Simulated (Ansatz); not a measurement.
Program: Ansatz. Geometries: PBE0-D4/def2-TZVP. ΔE: electronic, gas phase. CCSD(T)/CBS adds triple-zeta CCSD(T) − MP2 to the extrapolated MP2 energy (def2 sets, frozen cores). Functionals use def2-TZVPP. def2 core potentials past Kr. For Te outer-core shells are correlated without core-valence functions, which leaves a few kJ/mol of doubt a bond. Each species was taken in one conformer, which may not be the lowest.

`[SiH3][NH][AlH][TeH]` + `C1=NC1` → `[TeH]C1=NC1` + `[AlH2][NH][SiH3]`  (formal exchange of groups at a Te–Al bond)

```csv
level,ΔE (kJ/mol),difference from CCSD(T)/CBS
PBE-D4,121.1,-11.8
r2SCAN-D4,126.1,-6.8
B2PLYP,124.1,-8.8
r2SCAN,125.6,-7.3
HF/def2-TZVPP,139.2,6.3
MP2/def2-TZVPP,128.2,-4.7
SCS-MP2/def2-TZVPP,124.6,-8.3
CCSD(T)/def2-TZVPP,128.3,-4.6
HF/def2-QZVPP,137.7,4.8
MP2/CBS(def2),132.8,-0.1
CCSD(T)/CBS,132.9,0
```

Largest T1 diagnostic among the species: 0.012.

In def2-TZVPP, CCSD(T) changes the Hartree–Fock value by −10.9 kJ/mol (the triples alone add −2.8 kJ/mol) and MP2 by −11.0 kJ/mol. From PBE to PBE0 (25 % exact exchange), in def2-TZVPP and without D4, ΔE moves by +10.2 kJ/mol.
